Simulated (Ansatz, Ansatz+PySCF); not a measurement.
```xyz
2

Li    0.0000    0.0000    0.0000
Be    1.4523    1.9364    4.1924
```

Basis set: STO-3G (spherical functions). All electrons are correlated. Correlation on ROHF uses semicanonical orbitals with singles. Charge 0, multiplicity 2.

Computed with Ansatz (development build ahead of 0.2.0); the reference of a correlated method needn't be the lowest determinant of its kind.

(1) Give the atomization energy at this shape (free ground-state atoms in the same class of orbitals less the molecule, no zero-point energy) of doublet BeLi by full CI (lowest root of this spin), ROHF-CCSD(T), ROHF-CCSD.

Results:

(1)

```tsv
method	atomization energy
full CI (lowest root of this spin)	1.1 kJ/mol
ROHF-CCSD(T)	1.1 kJ/mol
ROHF-CCSD	1.1 kJ/mol
```

Caution: the shape is not the minimum. Caution for ROHF-CCSD(T), ROHF-CCSD: the reference determinant was not shown to be the lowest.

This basis has no polarisation functions and is too small for such energies, which can lie far from measured ones in either direction.
